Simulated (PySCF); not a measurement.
CH7O2PSi, SMILES P[Si](C)(O)O.

The structure is a stationary point at PBE0-D3(BJ)/def2-SVP. The structure was generated by enumeration, and PubChem lists no compound with its InChIKey, so it may never have been made. The values are those of a single conformer.

Two levels are set side by side: TDA-PBE/def2-SVPD (PySCF) and TDA-ωB97X/def2-SVPD (PySCF). Vertical, same geometry. The lowest singlet is HOMO→LUMO 98 % with PBE and HOMO→LUMO+1 65 % with the other functional; states are paired by order. Differences are taken from unrounded values.

```json
[
 {"quantity": "lowest singlet excitation (eV)", "TDA-PBE": "5.47"},
 {"quantity": "lowest triplet excitation (TDA) (eV)", "TDA-PBE": "5.25"},
 {"quantity": "first bright state (f over 0.05) (eV)", "TDA-PBE": "6.80"},
 {"quantity": "its oscillator strength", "TDA-PBE": "0.05"}
]
```

### Question
These are the TDA-PBE values. What does TDA-ωB97X give? (Estimate from the structure and the level; the computed values follow.)

### Answer

```tsv
quantity	TDA-ωB97X	TDA-PBE minus TDA-ωB97X
lowest singlet excitation (eV)	6.68	-1.21
lowest triplet excitation (TDA) (eV)	5.91	-0.66
first bright state (f over 0.05) (eV)	7.73	-0.93
its oscillator strength	0.39	-0.33
```

Functionals without exact exchange tend to place singlet excitations lower, as here. Differences between two approximate levels are no errors against the true value.

Rough cost on one machine, each run with all the roots and properties that it gave: TDA-ωB97X against TDA-PBE about 5 times.
